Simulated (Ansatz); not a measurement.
Isolated molecules relaxed with PBE0-D4/def2-TZVP in Ansatz; ΔE leaves out vibrations. CBS: MP2 limit from def2 TZ/QZ plus the TZ coupled-cluster correction, frozen cores. This one scheme is used for every species. DFT in def2-TZVPP. For Ge outer-core shells are correlated without core-valence functions, which leaves a few kJ/mol of doubt a bond. Scalar relativity is left out up to krypton.

Consider the hydrogenolysis of a B–C bond: `C[B]1[O][GeH2]1` + H₂ → `[BH]1[O][GeH2]1` + CH₄.

```
             level  ΔE (kJ/mol)
       LDA (SPW92)          0.7
           PBE0-D4         -5.8
      CAM-B3LYP-D4        -10.9
          PBE-QIDH         -7.9
               PBE         -7.2
SCS-MP2/def2-TZVPP        -10.4
   CCSD/def2-TZVPP        -12.5
     MP2/CBS(def2)         -3.5
```

Problem. What does CCSD(T)/CBS give? (An estimate is asked.)

Solution. The calculation gave: -8.3 kJ/mol. The listed levels differ from it by 9.0, 2.5, -2.6, 0.4, 1.1, -2.1, -4.2, 4.8 kJ/mol.

Largest T1 diagnostic among the species: 0.017.

At CCSD(T), def2-SVP lies −5.8 kJ/mol from the extrapolated value and def2-TZVPP −0.9 kJ/mol. In def2-TZVPP, CCSD(T) changes the Hartree–Fock value by +17.1 kJ/mol (the triples alone add +3.4 kJ/mol) and MP2 by +21.9 kJ/mol.
